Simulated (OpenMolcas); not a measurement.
# Ne4+: effect of correlating more closed shells

```
Program             : OpenMolcas 26.06
Basis               : ANO-RCC-VTZP [4s3p2d1f]
Scalar Hamiltonian  : DKH2, point nucleus
Active space        : 4 electrons in 4 orbitals (2s 2p)
State averaging     : 2S+1 = 3 even, 3 roots; 2S+1 = 1 even, 6 roots; 2S+1 = 5 odd, 1 root; 2S+1 = 3 odd, 9 roots; 2S+1 = 1 odd, 8 roots
Spin-orbit coupling : RASSI with atomic mean-field integrals over the reference wave functions, term energies averaged over their components
```

Methods on the same reference wave functions:
A. CASSCF
B. SS-CASPT2, IPEA 0.25 Eh, imaginary shift 0.1 Eh (closed shells correlated: none)
C. SS-CASPT2, IPEA 0.25 Eh, imaginary shift 0.1 Eh (closed shells correlated: 1s)

Energies in cm-1 above 2s2 2p2 3P0, the measured ground level; measured values from NIST levels in Podobedova, Fuhr, Reader and Wiese, J. Phys. Chem. Ref. Data 33, 525 (2004).

```csv
Level,A,B,C,Measured
2s2 2p2 3P0,0.0,0.0,0.0,0.0
2s2 2p2 3P1,401,400,400,412
2s2 2p2 3P2,1154,1152,1152,1110
2s2 2p2 1D2,32773,30640,30680,30292
2s2 2p2 1S0,60764,63600,63820,63914
2s 2p3 5S* 2,77223,86590,86330,
2s 2p3 3D* 2,179101,175370,174920,175905
2s 2p3 3D* 1,179103,175370,174930,175927
2s 2p3 3D* 3,179115,175380,174940,175834
2s 2p3 3P* 0,210694,208520,208120,208193
2s 2p3 3P* 1,210699,208530,208130,
2s 2p3 3P* 2,210708,208540,208140,
2s 2p3 1D* 2,285775,272880,271970,270564
2s 2p3 3S* 1,292771,282250,280850,
2s 2p3 1P* 1,317252,305790,304930,
```

Deviations, from unrounded energies. A percentage is the sum of absolute deviations over the sum of measured energies, with the sign that they share, or ± where signs differ.

| Against measurement | Levels | A | B | C |
| --- | --- | --- | --- | --- |
| mean absolute deviation (cm-1) | 9 | 3700 | 550 | 540 |
| fine structure of the ground term (%) | 2 | ±3.6 | ±3.6 | ±3.6 |
| other terms of the ground configuration (%) | 2 | ±6.0 | ±0.7 | ±0.5 |
| other configurations (%) | 5 | +2.7 | ±0.4 | ±0.4 |

B, C lie about equally close to measurement and A furthest from it. The largest miss of C in the table is 2s 2p3 1D* 2, by +1400 cm-1. The ranking rests on the paired levels alone, and a cruder setting can come out closer through cancelling errors.

Between B and C the level of the table that moves most is 2s 2p3 3S* 1, by 1400 cm-1 (lowest in C, highest in B). Moves below CASPT2's spread within the term are not significant.

The two smallest mean deviations differ by little beside CASPT2's spread within terms, so their order carries little weight.

From A to B the spin-free energies of the other terms of 2s2 2p2 shown, above 3P, scale by factors of 0.93 to 1.05.

The lowest spin-free term lies below A's lowest term by 0.074 hartree in B, 0.081 hartree in C.

What an inner shell adds also hangs on whether the basis holds functions to correlate it.

CASPT2 breaks the degeneracy within a term, and the mean is taken; among the terms shown or strongly mixed into the levels shown the widest spread is 130 cm-1 (2s 2p3 1D*, C). Measured partners are found by configuration, term and J. A level has none where our copy of the source lacks it or the pairing is in doubt (some pairs that miss far off the trend of their configuration count as doubtful), and it then counts in no deviation. Levels of configurations outside the active space are missing.

* marks odd parity.
